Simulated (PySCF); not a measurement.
**GdAs at B2PLYP**

Level: B2PLYP. PySCF, spin-free X2C with a Gaussian nucleus, basis sets Gd ANO-RCC-VDZP, As ANO-RCC-VDZP.

```
state                                            : decet, about 7.0 electrons in the 4f shell (Mulliken)
bond length                                      : 2.580 Å
harmonic wavenumber                              : 253 cm⁻¹
force constant                                   : 1.91 mdyn/Å
rotational constant Be                           : 0.04984 cm⁻¹
anharmonicity ωexe                               : 0.363 cm⁻¹
vibration–rotation constant αe                   : 0.000122 cm⁻¹
well depth De to Gd (4f7 5d1 6s2) + As           : 2.31 eV
dissociation energy D0                           : 2.29 eV
bond order (Mayer)                               : 2.17
dipole moment (positive dipole means Gd(−)As(+)) : -6.73 D
```

Correlated steps freeze 27 core orbitals. These are scalar-relativistic numbers at best; spin–orbit coupling would shift them, the dissociation energy most. B2PLYP dipoles, levels and charges come from its SCF part alone. With d or f electrons several states lie close, and the lowest PBE0 determinant need not be the measured ground state.
